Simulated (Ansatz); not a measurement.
`C[O][Ge][F]` + NH₃ → `C[O][Ge][NH2]` + H–F at 500 K and 1 bar (ligand exchange at a Ge–F bond).

Calculated with Ansatz (gas phase, PBE0-D4/def2-TZVP geometries, no zero-point term in ΔE). CBS: MP2 limit from def2 TZ/QZ plus the TZ coupled-cluster correction, frozen cores. This one scheme is used for every species. For Ge outer-core shells are correlated without core-valence functions, which leaves a few kJ/mol of doubt a bond. Scalar relativity is left out up to krypton. Each species was taken in one conformer, which may not be the lowest.

```csv
species,CCSD(T)/CBS energy (Eh),H − E (kJ/mol),S (J/(mol·K))
`C[O][Ge][F]`,-2290.98541,149.4,365.0
NH₃,-56.50880,108.2,211.8
`C[O][Ge][NH2]`,-2247.07620,216.9,384.9
H–F,-100.39570,39.4,188.7
```

H − E and S are ideal-gas, rigid-rotor, harmonic terms from PBE0-D4/def2-TZVP, for one conformer and one mirror image of each species. 1 Eh = 2625.50 kJ/mol, R = 8.31446 J/(mol·K).

Task: By hand: ΔE, ΔH, ΔS and ΔG.

Result: ΔE = (-2247.07620) + (-100.39570) − (-2290.98541) − (-56.50880) = 0.02231 Eh = 58.6 kJ/mol. Δ(H − E) = 216.9 + 39.4 − 149.4 − 108.2 = -1.3, so ΔH = 57.3 kJ/mol. ΔS = 384.9 + 188.7 − 365.0 − 211.8 = -3.2 J/(mol·K). ΔG = 57.3 − 500 × (-3.2)/1000 = 58.9 kJ/mol.

Task: By hand: the equilibrium constant, and the temperature at which ΔG would vanish if ΔH and ΔS stayed fixed.

Result: log₁₀ K = −ΔG/(RT ln 10) = -6.2. ΔH and −TΔS have one sign here, so there is no such temperature.

The number of gas molecules stays the same, so ΔS is small and ΔH decides. A doubt of 5 kJ/mol in ΔE shifts log₁₀ K by 0.5 here. Other conformers and mirror images would add mixing entropy, several J/(mol·K) or more a flexible species. These are equilibria of isolated gas molecules and say nothing of rates. Largest T1 diagnostic: 0.015 (customary marks: 0.02 for closed shells, 0.045 for open ones).

ΔS is within the doubt of such terms, so its sign, and with it that verdict, could turn.
